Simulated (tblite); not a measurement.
Isomers of C7H12N (doublet state). Computed values, GFN2-xTB/tblite, gas phase, harmonic and unscaled. Errors from tens to a few hundred cm⁻¹ against measured bands are possible. One conformer each. Open shells enter through the occupations alone, without spin polarisation, and single modes of such species can be off by tens of per cent.

Electronic energies: GFN2-xTB at the same geometries; isomer energies are rough at this level and their order can be wrong.

| SMILES | electronic energy, lowest = 0 (kcal/mol) |
| --- | --- |
| C[N]CC1=CCCC1 | 10.7 |
| CN[C@@]12C[CH]C[C@@H]1C2 | 13.0 |
| C=C([CH]C)C(=C)CN | 32.4 |
| C[CH]/N=C1\CC[C@H]1C | 0.0 |
| [CH2][C@@H](C)NCC#CC | 51.1 |
| [CH2][C@H](C)[C@@H]1CC=NC1 | 12.9 |
| CCC1=CC[N]CC1 | 4.5 |

How do GFN2-xTB zero-point energies change the relative energies?

| SMILES | ZPE (kcal/mol) | of it from modes above 1550 cm⁻¹ | electronic (kcal/mol) | with ZPE, lowest = 0 (kcal/mol) | lowest mode (cm⁻¹) | rings |
| --- | --- | --- | --- | --- | --- | --- |
| C[CH]/N=C1\CC[C@H]1C | 107.3 | 53.5 | 0.0 | 0.0 | 60 | 1 |
| CCC1=CC[N]CC1 | 108.3 | 53.1 | 4.5 | 5.5 | 69 | 1 |
| C[N]CC1=CCCC1 | 107.4 | 52.7 | 10.7 | 10.8 | 15 | 1 |
| [CH2][C@H](C)[C@@H]1CC=NC1 | 107.5 | 54.3 | 12.9 | 13.1 | 18i | 1 |
| CN[C@@]12C[CH]C[C@@H]1C2 | 108.0 | 51.6 | 13.0 | 13.7 | 91 | 2 |
| C=C([CH]C)C(=C)CN | 106.2 | 58.0 | 32.4 | 31.2 | 11 | 0 |
| [CH2][C@@H](C)NCC#CC | 105.2 | 55.5 | 51.1 | 49.0 | 15i | 0 |

The zero-point energies span 3.1 kcal/mol, from `[CH2][C@@H](C)NCC#CC` to `CCC1=CC[N]CC1`. Slightly imaginary modes are left out of the zero-point energy: `[CH2][C@H](C)[C@@H]1CC=NC1` 18.2i cm⁻¹ and `[CH2][C@@H](C)NCC#CC` 15.0i cm⁻¹. The order is unchanged.

What do entropy and thermal enthalpy add at 298.15 K and 1 bar (rigid rotor, harmonic oscillator, one conformer each)?

```json
{"SMILES": "C[CH]/N=C1\\CC[C@H]1C", "point group": "C1", "symmetry number": "1", "S (cal/(mol K))": "96.5", "H − H(0) (kcal/mol)": "6.57", "ZPE + H − H(0) − TS (kcal/mol)": "85.1"}
{"SMILES": "CCC1=CC[N]CC1", "point group": "C1", "symmetry number": "1", "S (cal/(mol K))": "91.6", "H − H(0) (kcal/mol)": "5.97", "ZPE + H − H(0) − TS (kcal/mol)": "86.9"}
{"SMILES": "CN[C@@]12C[CH]C[C@@H]1C2", "point group": "C1", "symmetry number": "1", "S (cal/(mol K))": "89.3", "H − H(0) (kcal/mol)": "5.85", "ZPE + H − H(0) − TS (kcal/mol)": "87.3"}
```

S holds R ln(2S + 1) for the spin.

Not tabulated: `C[N]CC1=CCCC1` (lowest mode only 15 cm⁻¹); `[CH2][C@H](C)[C@@H]1CC=NC1` (lowest mode only 18i cm⁻¹); `C=C([CH]C)C(=C)CN` (lowest mode only 10 cm⁻¹); `[CH2][C@@H](C)NCC#CC` (lowest mode only 15i cm⁻¹).
